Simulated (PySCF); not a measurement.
CH₆O₃Sn. Atoms are numbered in the order given.

```xyz
11

Sn     0.2670    -0.0769     0.3483
O      1.6658     1.3226     0.0590
O      0.5935    -1.7060    -0.7751
O     -1.3609     0.8530    -0.3819
C     -2.4341     0.0796    -0.8900
H      0.2083    -0.6151     1.9802
H      1.2521     2.0362    -0.4678
H      0.8619    -1.4321    -1.6741
H     -3.0439     0.7245    -1.5602
H     -3.1111    -0.2966    -0.0854
H     -2.0987    -0.8035    -1.4833
```

Geometry optimised at PBE-D3(BJ)/def2-SVP. The structure was generated by enumeration; whether it is a known compound was not checked. The def2 effective core potentials stand for the cores of Sn; spin–orbit coupling is left out. Other conformers were not sampled.

Level of theory: PBE-D3(BJ)/def2-SVP in PySCF.

Frequencies are harmonic and unscaled.

```csv
mode,ν (cm⁻¹),IR (km/mol),moving atoms (share of kinetic energy)
1,35,2.6,"O 49 %, C 24 %, H 23 %"
2,93,3.1,"O 45 %, H 37 %, C 14 %"
3,112,8.3,"H 48 %, O 37 %, C 8 %"
4,138,9.7,"H 56 %, O 39 %"
5,175,44.5,"O 68 %, Sn 18 %, H 10 %"
6,219,19.6,"H 62 %, O 20 %, C 14 %"
7,222,112.2,"H 80 %, O 19 %"
8,263,52.4,"H 42 %, O 33 %, C 17 %"
9,498,54.1,H 95 %
10,520,21.1,"O 46 %, H 39 %"
11,535,49.7,"H 64 %, O 28 %"
12,588,49.1,"O 89 %, Sn 9 %"
13,607,75.2,"O 83 %, Sn 15 %"
14,843,98.5,H 93 %
15,869,105.2,H 91 %
16,1072,182.7,"O 50 %, C 45 %"
17,1130,0.6,"H 77 %, C 18 %"
18,1144,0.3,"H 73 %, C 20 %"
19,1407,6.2,H 93 %
20,1420,13.3,H 93 %
21,1431,13.3,H 95 %
22,1881,104.8,H 99 %
23,2897,108.0,H 97 %
24,2964,43.3,"H 90 %, C 10 %"
25,3007,29.8,"H 91 %, C 9 %"
26,3689,53.4,H 94 %
27,3707,51.3,H 94 %
```
